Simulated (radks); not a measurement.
Values are calculated unless marked as measured or tabulated.
Charge is removed step by step from the 2p1/2 level of the nitrogen ion N+, starting from [He] 2s2 2p(1/2: 2, 3/2: 0). Code: a radial shooting solver on a logarithmic mesh with Libxc functionals. Model: Dirac Kohn-Sham, LDA (Slater exchange, Perdew-Wang correlation), spin-unpolarised, spherical densities, finite nucleus; Fermi nuclear charge, rms radius 2.5582 fm.

removed (e) = 0: E - E(0) (eV) 0.000; eigenvalue (eV) -20.826; E minus straight line (eV) 0.000
removed (e) = 0.25: E - E(0) (eV) 5.693; eigenvalue (eV) -24.748; E minus straight line (eV) -1.553
removed (e) = 0.5: E - E(0) (eV) 12.390; eigenvalue (eV) -28.862; E minus straight line (eV) -2.102
removed (e) = 0.75: E - E(0) (eV) 20.139; eigenvalue (eV) -33.160; E minus straight line (eV) -1.599
removed (e) = 1: E - E(0) (eV) 28.985; eigenvalue (eV) -37.634; E minus straight line (eV) 0.000

Removing the whole electron costs 28.985 eV by Delta-SCF, against 20.826 eV from minus the eigenvalue at the starting occupation. Slater's transition state (half an electron removed) gives 28.862 eV. Integrating minus the eigenvalue over the occupation (Janak's theorem) gives 28.985 eV. The mean slope of the eigenvalue, de/dn, is 16.8 eV per electron. Ionisation energy of N+ in the NIST Atomic Spectra Database: 29.601 eV (semi-empirical).

Beside tabulated values, note that spin-unpolarised runs miss the spin-polarisation part of the exchange energy of open shells.
